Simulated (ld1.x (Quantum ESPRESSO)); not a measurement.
## Reading a pseudo-wave (nitrogen)

Columns: radius, all-electron u(r) and pseudo u(r) of the 2p shell (level -7.09 eV) of nitrogen in the configuration [He] 2s2 2p3; PBE, non-relativistic, TM scheme, ld1.x (Quantum ESPRESSO) 7.5.

```csv
r (bohr),all-electron,pseudo
0.070,0.0392,0.0175
0.140,0.1254,0.0681
0.210,0.2283,0.1467
0.280,0.3318,0.2455
0.350,0.4277,0.3545
0.420,0.5120,0.4636
0.490,0.5835,0.5636
0.560,0.6426,0.6475
0.630,0.6901,0.7117
0.700,0.7263,0.7559
0.770,0.7524,0.7821
0.840,0.7693,0.7941
0.910,0.7785,0.7960
0.980,0.7810,0.7914
1.050,0.7778,0.7829
1.120,0.7702,0.7720
1.190,0.7588,0.7592
1.260,0.7444,0.7445
1.330,0.7277,0.7277
1.400,0.7092,0.7092
1.470,0.6894,0.6894
1.540,0.6686,0.6686
1.610,0.6471,0.6471
1.680,0.6253,0.6253
1.750,0.6033,0.6033
1.820,0.5813,0.5813
```

(1) How many radial nodes do the two functions have?

(2) At about which radius was the pseudo-wave matched?

(3) Where does each function peak?

(4) Is the pseudo-wave norm-conserving?

## Answers

(1) The all-electron 2p function has n − l − 1 = 0; the pseudo-wave has 0.

(2) 1.35 bohr. The columns agree to 0.0005 from 1.19 bohr on; several derivatives are matched, so the curves merge somewhat inside the radius.

(3) Outermost all-electron maximum near 0.98 bohr, pseudo maximum near 0.91 bohr (to the table’s step).

(4) Yes: the TM scheme keeps the norm inside the radius equal to the all-electron one, which fixes the energy derivative of the logarithmic derivative at the level.
